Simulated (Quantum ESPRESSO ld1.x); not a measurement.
Problem. Radial electron density D(r) = 4 pi r^2 rho(r) of an atom or ion with 37 electrons. Method: Dirac Kohn-Sham, PW91, spin-unpolarised, spherical densities, point nucleus; computed with ld1.x of Quantum ESPRESSO 7.5.

```
   r/bohr * D(r) (the largest magnitude, 61.6, reaches the edge; | marks zero)
 0.004477 |       *
  0.00517 |         *
 0.005923 |            *
 0.006841 |               *
   0.0079 |                  *
 0.009051 |                     *
  0.01045 |                         *
  0.01207 |                             *
  0.01383 |                                 *
  0.01597 |                                     *
  0.01845 |                                         *
  0.02113 |                                           *
  0.02441 |                                            *
  0.02819 |                                            *
  0.03229 |                                           *
   0.0373 |                                         *
  0.04307 |                                       *
  0.04935 |                                     *
  0.05699 |                                     *
  0.06582 |                                       *
  0.07541 |                                           *
  0.08708 |                                                *
   0.1006 |                                                    *
   0.1152 |                                                      *
   0.1331 |                                                    *
   0.1537 |                                               *
   0.1761 |                                        *
   0.2033 |                                  *
   0.2348 |                                *
    0.269 |                                  *
   0.3107 |                                     *
   0.3588 |                                        *
   0.4111 |                                      *
   0.4748 |                                 *
   0.5483 |                        *
   0.6282 |                *
   0.7255 |           *
   0.8379 |        *
   0.9599 |       *
    1.109 |       *
     1.28 |      *
    1.467 |     *
    1.694 |   *
    1.956 | *
    2.241 |*
    2.589 |*
     2.99 *
    3.425 *
    3.956 *
    4.568 *
    5.234 *
    6.044 *
```

What is the nuclear charge?

Solution. Z = 40. The innermost maximum, from 1s, lies near gamma/Z bohr with gamma = sqrt(1 - (Z/c)^2) = 0.956, here 0.0239 bohr (found: 0.0260), and its height grows with Z. The density is that of the zirconium ion Zr3+ in [Kr] 4d1; the configuration itself is not fixed sharply by these data, and Z only to a few units. D(r) has 3 maxima, at r = 0.0260, 0.115, 0.368 bohr, and minima at 0.0530, 0.235 bohr, inside which lie 2.07, 11.06 electrons.
